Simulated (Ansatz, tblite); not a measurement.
Forces on ZnMe(NH2) (CH5NZn) at its r2SCAN-D4/def2-TZVP geometry. The state is a singlet with charge 0.

The xTB rows come from tblite.

GFN1-xTB (tblite), largest force 1.02 eV/Å:

```xyz
8
positions Å, forces eV/Å
Zn   -0.062    0.287    0.059   -0.184    0.430   -0.167
C     0.389   -1.558   -0.203    0.257   -0.981   -0.070
H     0.067   -1.913   -1.184    0.066   -0.085    0.094
H    -0.088   -2.183    0.557    0.054   -0.072   -0.084
H     1.469   -1.706   -0.126   -0.046   -0.103   -0.035
N    -0.437    2.022    0.446   -0.159    0.824    0.255
H    -1.408    2.303    0.494    0.102    0.023   -0.030
H     0.070    2.747   -0.044   -0.091   -0.034    0.038
```

GFN2-xTB (tblite), largest force 0.88 eV/Å:

```
Zn -0.172 0.590 -0.003
C 0.223 -0.849 -0.065
H 0.136 -0.049 0.279
H 0.157 0.027 -0.241
H -0.259 -0.102 -0.054
N -0.049 0.129 -0.013
H 0.118 0.169 0.000
H -0.154 0.086 0.097
```

PBE0-D4/def2-TZVP (Ansatz), largest force 0.20 eV/Å:

```
Zn 0.005 0.013 0.016
C 0.025 -0.137 -0.022
H 0.005 -0.003 0.009
H 0.006 -0.002 -0.011
H -0.003 -0.006 -0.004
N -0.076 0.179 -0.036
H 0.059 -0.009 0.011
H -0.021 -0.036 0.037
```
